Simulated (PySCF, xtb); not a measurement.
InCl₃, SMILES [Cl][In]([Cl])[Cl].

GFN2-xTB (xtb) at its own geometry gives an orbital gap of 3.10 eV and a dipole moment of 0.00 D.

Coordinates come from a PBE0-D3(BJ)/def2-SVP optimisation. The isomer is the one that the SMILES or the coordinates give; other isomers of the formula were not compared. The def2 effective core potentials stand for the cores of In; spin–orbit coupling is left out.

Question: What does PBE/def2-TZVPD run with PySCF give? (Estimate from the structure and the level; the computed values follow.)

Answer: gap 4.01 eV (levels -8.05 and -4.04 eV), dipole 0.00 D.
